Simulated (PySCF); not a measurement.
SMILES B[SiH2][SiH2]OC (CH9BOSi2) (GFN2-xTB optimised geometry):

```
14

B      2.302    -1.468     0.000
Si     0.366    -1.468     0.000
Si    -0.273     0.759     0.000
O     -1.688     0.677     0.791
C     -2.573     1.713     1.087
H      2.932    -1.536     0.984
H      2.904    -1.325    -0.994
H     -0.286    -2.189     1.111
H     -0.250    -2.105    -1.184
H     -0.471     1.387    -1.318
H      0.620     1.710     0.689
H     -2.090     2.472     1.706
H     -2.932     2.189     0.172
H     -3.420     1.292     1.629
```

Calculation: B3LYP/def2-TZVP in PySCF 2.14.0.

Task: What are the frontier orbital energies and the dipole moment?

Result: HOMO-2 -8.67 eV, HOMO-1 -7.92 eV, HOMO -7.68 eV, LUMO -2.60 eV, LUMO+1 -0.48 eV; dipole moment 0.97 D.

On the same geometry PBE/def2-TZVP (PySCF) gives HOMO-2 -7.48 eV, HOMO-1 -6.73 eV, HOMO -6.67 eV, LUMO -3.38 eV, LUMO+1 -1.18 eV; dipole moment 1.09 D.

Meta-Löwdin charges at B3LYP/def2-TZVP: B1 -0.19, Si2 0.25, Si3 0.69, O4 -0.62, C5 -0.10, H6 0.03, H7 0.03, H8 -0.08, H9 -0.08, H10 -0.13, H11 -0.13, H12 0.10, H13 0.10, H14 0.12.
